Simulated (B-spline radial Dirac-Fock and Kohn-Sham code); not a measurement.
**Auger decay of the 2p3/2 hole in In²⁺**

System: indium as In²⁺, 1s2 2s2 2p6 3s2 3p6 3d10 4s2 4p6 4d10 5s1, inside a Watson sphere of charge -2 and radius 3 Å (a model of the Madelung potential; inside it an electron's potential energy is raised by 9.6 eV).

Method: one-electron (LDA, Dirac) transition rates at Dirac-Fock energies. Computed with a radial atomic solver. Kinetic energies are configuration averages from the vacuum level; the two-hole energies are estimated from single-hole states.

| transition | kinetic energy (eV) | width (meV) | share (%) |
| --- | --- | --- | --- |
| L3-M1M3 | 2182.2 | 71.8 | 3.3 |
| L3-M2M3 | 2300.8 | 121 | 5.5 |
| L3-M3M3 | 2338.8 | 168 | 7.7 |
| L3-M2M5 | 2521.7 | 76.5 | 3.5 |
| L3-M3M4 | 2553.6 | 172 | 7.8 |
| L3-M3M5 | 2563.7 | 261 | 11.9 |
| L3-M4M5 | 2774.1 | 492 | 22.4 |
| L3-M5M5 | 2782.6 | 330 | 15.1 |
| L3-M5N4 | 3234.6 | 53.7 | 2.4 |
| L3-M5N5 | 3235.9 | 68.3 | 3.1 |

The listed channels hold 83 % of the non-radiative rate. Summed by principal shells, of 2.19 eV in all: LMM 79.6 %, LMN 19.2 %, LNN 1.2 %.
